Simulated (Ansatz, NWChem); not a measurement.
**A ladder of methods for BrCl (bromine chloride)**

BrCl: 2 atoms, total charge 0, spin state singlet. SMILES: `ClBr`. The bond length is the measured one.

```jsonl
{"atom": "Cl", "x (Å)": "0.0000", "y (Å)": "0.0000", "z (Å)": "0.0000"}
{"atom": "Br", "x (Å)": "0.0000", "y (Å)": "0.0000", "z (Å)": "2.1361"}
```

Quantity: the vertical energy of the triplet above the singlet, in eV. The values are calculated.

| level | kind | program | value (eV) |
| --- | --- | --- | --- |
| HF/def2-TZVPPD | Hartree–Fock | Ansatz | 2.56 |
| revPBE/def2-TZVPPD | GGA | NWChem | 2.38 |
| BHLYP/def2-TZVPPD | global hybrid | NWChem | 2.61 |
| CAM-B3LYP/def2-TZVPPD | range-separated hybrid | NWChem | 2.59 |
| PBE-QIDH/def2-TZVPPD | double hybrid | Ansatz | 2.67 |
| RPA@PBE/def2-TZVPPD | RPA | Ansatz | 2.55 |
| MP2/def2-TZVPPD | perturbation theory | NWChem | 2.87 |
| CCSD/def2-TZVPPD | coupled cluster or CI | Ansatz | 2.79 |
| FCI/STO-3G | exact in the basis | Ansatz | 3.70 |

All-electron rows without a relativistic Hamiltonian named are non-relativistic. Spin-orbit coupling, which can split open shells on such heavy atoms by tenths of an eV, is left out. The values span 2.38 to 3.70 eV. Sets with diffuse functions come out lower, a sign that the upper state is spread out (Rydberg-like). High-level rows in very small sets aren't better than simpler rows in larger ones. In the correlated wave-function rows the outer d shell of Br is correlated, in sets not made for it.
